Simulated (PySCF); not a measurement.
Mg(SiH3)(OSiH3), SMILES [SiH3][O][Mg][SiH3] (H6MgOSi2), singlet at its PBE0/def2-SVP optimised geometry (Å):

```
10

Mg    -1.5105    -2.0169    -1.9817
Si    -0.5375    -0.7197     0.0000
H     -0.9644    -1.2906     1.3208
H     -0.9635     0.7197     0.0000
H      0.9635    -0.7197     0.0000
O     -2.1999    -2.9298    -3.3763
Si    -2.8469    -3.7410    -4.6414
H     -4.2724    -3.3383    -4.8820
H     -2.8339    -5.2233    -4.4093
H     -2.0882    -3.4792    -5.9091
```

Computed with PBE0/def2-TZVP (PySCF).

Map of the deformation density (molecule minus spherical neutral atoms) (e/bohr³) on the plane z = 0.6 Å:

```
|222222222222222222222222222|
|222222222222222222222222222|
|222222222222222222222222222|
|222222222222222222222222222|
|222222222222222222222222222|
|222222222222222222222222222|
|222222222222222222222222222|
|222222222222222222222222222|
|222222222222222222222222222|
|222222222333222222222222222|
|222222234443322222222222222|
|222222234554322222222222222|
|222222234553222222222222222|
|222222223432112232222222222|
|222222122210002333222222222|
|222221112220013454322222222|
|222222223442113554322222222|
|222222246874223554322222222|
|222222358995323343222222222|
|222222357875212233222222222|
|222222345653211222222222222|
|222222233432212222222222222|
|222222223322222222222222222|
|222222222222222222222222222|
|222222222222222222222222222|
|222222222222222222222222222|
|222222222222222222222222222|
```
Scale: ten equal steps from -0.013 (start of '0') to 0.032 (end of '9'), in the order '0123456789'; x runs from -3.00 to 3.00, y from -3.00 (bottom) to 3.00 (top).
